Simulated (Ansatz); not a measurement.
A nudged elastic band was laid between two geometries of ClH4NSi2 (8 atoms, charge 0, multiplicity 1).

The calculation used RKS PBE0/6-31G* (Ansatz 0.2.0).

```
movable images  : 5
climbing image  : yes
spring          : 5.0 eV/Å²
optimiser       : quadratic models (default)
start path      : through a guess of the saddle point
force threshold : 0.05 eV/Å
iteration limit : 60
end points      : relaxed
```

First end point:

```xyz
8
Properties=species:S:1:pos:R:3
N -0.506 1.887 -1.279
Si -0.677 0.419 -0.667
Si 0.600 -0.857 0.833
Cl -2.333 -0.618 -1.279
H 0.286 2.472 -1.031
H 0.712 -0.093 2.105
H 1.956 -1.034 0.246
H -0.038 -2.176 1.074
```

Last end point:

```xyz
8
Properties=species:S:1:pos:R:3
N -0.709 1.969 -1.079
Si -0.583 0.410 -0.741
Si 0.612 -0.854 0.828
Cl -1.700 -0.855 -1.904
H -0.188 2.660 -0.547
H 1.419 0.080 1.658
H 1.498 -1.806 0.107
H -0.349 -1.605 1.679
```

(1) Which bonds break or form, and what moves?

(2) What energy profile does the band end with?

The band took 14 iterations and about 4 core-minutes.

Answers

(1) No bond is made or broken.

(2) The run converged. The highest image is number 0 of 0 to 6, 0.000 eV above the first end and 0.023 eV above the last; the last end lies 0.023 eV below the first. The highest image is an end point: on this band no image between the ends rises above it.

```json
{"image": "0", "path coordinate (Å)": "0.00", "energy (eV)": "0.000"}
{"image": "1", "path coordinate (Å)": "0.26", "energy (eV)": "-0.001"}
{"image": "2", "path coordinate (Å)": "0.61", "energy (eV)": "-0.005"}
{"image": "3", "path coordinate (Å)": "0.95", "energy (eV)": "-0.011"}
{"image": "4", "path coordinate (Å)": "1.29", "energy (eV)": "-0.017"}
{"image": "5", "path coordinate (Å)": "1.63", "energy (eV)": "-0.021"}
{"image": "6", "path coordinate (Å)": "1.98", "energy (eV)": "-0.023"}
```

Time of the run: 3.9 min on 1 CPU thread of a shared host.
